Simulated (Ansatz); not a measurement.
Cost and result up the ladder for (H3Sn)2S (Sn₂H₆S) (9 atoms). Charge 0, multiplicity 1. Geometry: r2SCAN-D4/def2-SVP.

```xyz
9

Sn   -0.381   -0.686   -1.677
H    -2.066   -0.705   -1.362
H     0.043   -1.836   -2.867
H     0.112    0.893   -2.130
S     0.827   -1.359    0.323
Sn    0.429    0.609    1.696
H     0.944    0.173    3.266
H     1.335    1.928    1.083
H    -1.245    0.983    1.668
```

Ansatz on 4 threads of Arm Neoverse V1 on a shared host. Times are rough, and most runs start from the orbitals of an earlier one. ωB97M-V/def2-TZVP serves as the yardstick here, not as an exact answer. Differences are given only for rows in sets of like size (and for xTB, whose basis is part of the method), since another set adds its own error. Binding counts from free atoms at the same level (Sn triplet, H doublet, S triplet; other spins of the atoms weren't run), without zero-point energy or a counterpoise term.

In the def2 sets Sn takes a core potential, while STO-3G treats all electrons; there is no spin–orbit coupling. B3LYP takes the VWN-RPA correlation. HSE06 is defined as in plane-wave codes, on full-range PBE exchange. Correlated methods freeze 13 core orbitals; core or outer-core shells of Sn are correlated, in sets that lack core-valence functions.

Correlated methods converge slowly with the basis.

```json
{"level": "HF/STO-3G", "functions": "69", "wall time": "0.6 s", "binding energy per atom (eV)": "2.99", "difference from ωB97M-V/def2-TZVP (eV)": "–"}
{"level": "PBE-D4/def2-SVP", "functions": "100", "wall time": "0.85 s", "binding energy per atom (eV)": "2.38", "difference from ωB97M-V/def2-TZVP (eV)": "–"}
{"level": "LDA (SPW92)/def2-TZVP", "functions": "173", "wall time": "1 s", "binding energy per atom (eV)": "2.76", "difference from ωB97M-V/def2-TZVP (eV)": "0.32"}
{"level": "PBE0-D4/def2-SVP", "functions": "100", "wall time": "1.4 s", "binding energy per atom (eV)": "2.37", "difference from ωB97M-V/def2-TZVP (eV)": "–"}
{"level": "BLYP-D4/def2-TZVP", "functions": "173", "wall time": "1.8 s", "binding energy per atom (eV)": "2.39", "difference from ωB97M-V/def2-TZVP (eV)": "-0.06"}
{"level": "PBE-D4/def2-TZVP (with forces)", "functions": "173", "wall time": "2 s", "binding energy per atom (eV)": "2.40", "difference from ωB97M-V/def2-TZVP (eV)": "-0.04"}
{"level": "PBE0-D4/def2-TZVP", "functions": "173", "wall time": "2.4 s", "binding energy per atom (eV)": "2.40", "difference from ωB97M-V/def2-TZVP (eV)": "-0.05"}
{"level": "BHLYP-D4/def2-TZVP", "functions": "173", "wall time": "2.5 s", "binding energy per atom (eV)": "2.40", "difference from ωB97M-V/def2-TZVP (eV)": "-0.05"}
{"level": "B3LYP-D4/def2-TZVP", "functions": "173", "wall time": "2.6 s", "binding energy per atom (eV)": "2.42", "difference from ωB97M-V/def2-TZVP (eV)": "-0.02"}
{"level": "HSE06-D4/def2-TZVP", "functions": "173", "wall time": "2.7 s", "binding energy per atom (eV)": "2.39", "difference from ωB97M-V/def2-TZVP (eV)": "-0.05"}
{"level": "r2SCAN-D4/def2-TZVP", "functions": "173", "wall time": "3.8 s", "binding energy per atom (eV)": "2.43", "difference from ωB97M-V/def2-TZVP (eV)": "-0.01"}
{"level": "r2SCANh-D4/def2-TZVP", "functions": "173", "wall time": "4.5 s", "binding energy per atom (eV)": "2.42", "difference from ωB97M-V/def2-TZVP (eV)": "-0.02"}
{"level": "ωB97M-V/def2-TZVP", "functions": "173", "wall time": "8 s", "binding energy per atom (eV)": "2.44", "difference from ωB97M-V/def2-TZVP (eV)": "0.00"}
{"level": "CCSD(T)/def2-TZVP", "functions": "173", "wall time": "66 s", "binding energy per atom (eV)": "2.34", "difference from ωB97M-V/def2-TZVP (eV)": "-0.11"}
```
